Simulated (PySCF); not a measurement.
Input file for PySCF: R-M06-2X/def2-TZVPP on I2Se (SMILES I[Se]I). Elements past Kr take the def2 small-core potentials; no spin–orbit coupling.

```python
from pyscf import gto, dft

mol = gto.M(
    atom='''
    Se    0.00483773    0.00481442   -1.03797240
    I     2.00069638   -0.00612962    0.52830352
    I    -2.00553411    0.00131520    0.50966888
    ''',
    basis='def2-tzvpp',
    ecp={'I': 'def2-tzvpp'},
    charge=0, spin=0, verbose=4, max_memory=1800)
mf = dft.RKS(mol, xc='m062x').density_fit(auxbasis='def2-universal-jkfit')
mf.grids.level = 4
mf.conv_tol = 1e-9
mf.max_cycle = 150
mf.kernel()
mf.dip_moment()
```

**Question.** What total energy does the run end on?

**Answer.** -2996.8713 hartree.
